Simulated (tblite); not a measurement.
Run record: tight-binding relaxation, `C=CO[C@@H](CC)[SiH2][SeH]`.

Computed with GFN2-xTB geometry optimisation, gas phase (tblite 0.8.0). Start geometry: from a force field or distance geometry. The input is one job of a driver script: a line of settings, then coordinates in Å.

Command:
```bash
OMP_NUM_THREADS=1 python probes_run.py task.json out
```

Input:
```
{"job": {"kind": "relax", "xc": "GFN2-xTB", "basis": "xTB"}, "charge": 0, "multiplicity": 1}
C      2.492100     1.554500     0.581500
C      1.993900     0.804400    -0.389300
O      1.307500    -0.390200    -0.137100
C      0.043000    -0.473700    -0.838100
C     -0.688000    -1.760100    -0.551100
C     -1.040400    -1.998900     0.887000
Si    -0.986800     1.052500    -0.612500
Se    -1.645100     1.417000     1.524000
H      3.036300     2.483700     0.364200
H      2.336000     1.258000     1.616300
H      2.165000     1.139800    -1.414500
H      0.324200    -0.500500    -1.916700
H      0.013400    -2.591800    -0.829300
H     -1.568200    -1.863500    -1.211600
H     -0.806200    -1.139000     1.551900
H     -2.131200    -2.177500     0.986100
H     -0.479400    -2.893200     1.285900
H     -0.164500     2.180700    -1.079600
H     -2.174600     1.011200    -1.492700
H     -2.032100     2.897300     1.672600
```

Output:
```
step      E/eV     max force
  0    -700.89054    1.901
  1    -701.09200    0.974
  2    -701.17155    0.596
  3    -701.21196    0.485
  4    -701.24116    0.581
  5    -701.26806    0.514
  6    -701.28720    0.281
  7    -701.30004    0.257
  8    -701.31548    0.356
  9    -701.33064    0.405
... (133 lines left out)
143    -701.74469    0.020
144    -701.74477    0.019
145    -701.74485    0.019
146    -701.74492    0.017
147    -701.74500    0.017
148    -701.74508    0.017
149    -701.74515    0.016
150    -701.74519    0.012
151    -701.74521    0.011
152    -701.74523    0.009
```

«max force» is the largest atomic force in eV/Å.

From which step on does the largest force stay under 0.1 eV/Å, and how much energy is left to gain from there?

From step 98 (0.099 eV/Å), 12.5 meV above the end.

Summary of the converged run: energy lowered by 19.7 kcal/mol over 152 steps; largest atomic force 0.009 eV/Å at the end.

Give the final coordinates.

0.971 Å rms from the input after alignment:
```
atom  x, y, z in Å
C1     2.8953    0.9297    0.8052
C2     2.0374    0.5131   -0.1099
O3     0.7012    0.7047    0.0118
C4    -0.1532    0.0575   -0.9204
C5    -0.2549   -1.4436   -0.6476
C6    -0.7668   -1.7425    0.7542
Si7   -1.7845    1.0398   -0.7170
Se8   -1.3634    1.9900    1.2829
H9     3.9516    0.7957    0.6747
H10    2.5539    1.4221    1.6977
H11    2.3553    0.0184   -1.0234
H12    0.2457    0.1980   -1.9354
H13    0.7348   -1.8956   -0.7697
H14   -0.9179   -1.8801   -1.3981
H15   -0.1580   -1.2247    1.4925
H16   -1.7975   -1.4128    0.8697
H17   -0.7219   -2.8103    0.9551
H18   -1.9050    2.0397   -1.7813
H19   -2.9697    0.1829   -0.7316
H20   -2.6875    2.5287    1.4876
```

Estimate the wall time. Hardware: one thread, Arm Neoverse N1 (aarch64), on a shared host.

About 2.5 s.
Labels such as C1 count atoms from 1, the log's own numbers from 0.
